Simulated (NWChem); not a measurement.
# CH₅FSSi; SMILES S([SiH2]F)C

```xyz
9

Si     0.4600     1.0389    -0.1610
F     -0.6641     1.9999     0.4949
S      0.3945    -0.9578     0.5667
C     -1.1151    -1.5985    -0.2856
H      0.2161     1.0433    -1.6253
H      1.7981     1.5538     0.2101
H     -1.1314    -2.6778    -0.1218
H     -2.0191    -1.1586     0.1400
H     -1.0715    -1.4019    -1.3596
```
Atoms are numbered in this order, from 1.

All runs: NWChem. Pople sets run with spherical d functions. STO-3G and 3-21G are far too small for this property and stand as cheap habits. All runs use the structure optimised with B3LYP/6-31G* (spherical d). GIAO values for the isolated, static molecule; σ is the absolute isotropic shielding, δ = σ(reference) − σ with the isolated reference molecule computed at the same levels (13C: tetramethylsilane, 19F: trichlorofluoromethane, 1H: tetramethylsilane, 29Si: tetramethylsilane).

```csv
level,δ Si1 (ppm),δ F2 (ppm),σ S3 (ppm),δ C4 (ppm),δ H5 (ppm),δ H6 (ppm),δ H7 (rotor mean) (ppm),relative time
KT2/pcSseg-1,10.6,-221.3,593.6,17.8,5.75,5.59,2.15,9
Hartree-Fock/STO-3G,-10.6,-211.4,924.4,22.9,2.07,2.32,0.56,1
B3LYP/6-31G*,28.5,-176.3,625.6,15.4,5.71,5.53,2.04,10
```

The last column is a rough cost ratio, cheapest run = 1.
